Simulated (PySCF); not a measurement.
C5H9F3Si2, SMILES C[Si](C)(C)C#C[Si](F)(F)F, singlet, GFN2-xTB optimised geometry.

```
19

Si    -1.70    -2.80    -4.17
F     -3.28    -2.88    -4.34
F     -1.20    -4.30    -4.33
F     -1.20    -2.06    -5.48
C     -1.16    -2.00    -2.62
C     -0.81    -1.48    -1.59
Si    -0.25    -0.66     0.00
C     -0.96     1.11     0.00
C     -0.96    -1.70     1.43
C      1.65    -0.66     0.00
H     -2.04     1.10    -0.05
H     -0.68     1.64     0.90
H     -0.60     1.67    -0.85
H     -0.60    -2.73     1.39
H     -2.04    -1.74     1.40
H     -0.68    -1.29     2.40
H      2.04    -1.67    -0.06
H      2.04    -0.11    -0.85
H      2.04    -0.21     0.90
```

Density from PBE0/def2-SVP (PySCF 2.14.0) at that geometry.

Minimum of the electron density along straight lines between bonded atoms, close to the bond critical point (lines longer than 1.1 times the sum of covalent radii, or with two minima, are not listed):

| bond | length / Å | ρ at the minimum / e bohr⁻³ | ∇²ρ there / e bohr⁻⁵ | position (fraction from the first atom) |
|---|---|---|---|---|
| Si1–F2 | 1.586 | 0.127 | 1.21 | 0.42 |
| Si1–F3 | 1.586 | 0.127 | 1.21 | 0.42 |
| Si1–F4 | 1.586 | 0.127 | 1.21 | 0.42 |
| Si1–C5 | 1.825 | 0.121 | 0.39 | 0.39 |
| C5–C6 | 1.210 | 0.406 | ? | 0.49 |
| C6–Si7 | 1.871 | 0.105 | 0.40 | 0.62 |
| Si7–C8 | 1.905 | 0.111 | 0.31 | 0.38 |
| Si7–C9 | 1.905 | 0.111 | 0.31 | 0.38 |
| Si7–C10 | 1.905 | 0.111 | 0.31 | 0.38 |
| C8–H11 | 1.086 | 0.272 | -0.98 | 0.63 |
| C8–H12 | 1.086 | 0.271 | -0.97 | 0.62 |
| C8–H13 | 1.086 | 0.272 | -0.98 | 0.63 |
| C9–H14 | 1.086 | 0.272 | -0.98 | 0.63 |
| C9–H15 | 1.086 | 0.272 | -0.98 | 0.63 |
| C9–H16 | 1.086 | 0.271 | -0.97 | 0.62 |
| C10–H17 | 1.086 | 0.272 | -0.98 | 0.63 |
| C10–H18 | 1.086 | 0.272 | -0.98 | 0.63 |
| C10–H19 | 1.086 | 0.271 | -0.97 | 0.62 |

Problem. What belongs in the gaps?

Solution. 
- C5–C6, ∇²ρ there / e bohr⁻⁵: -1.19
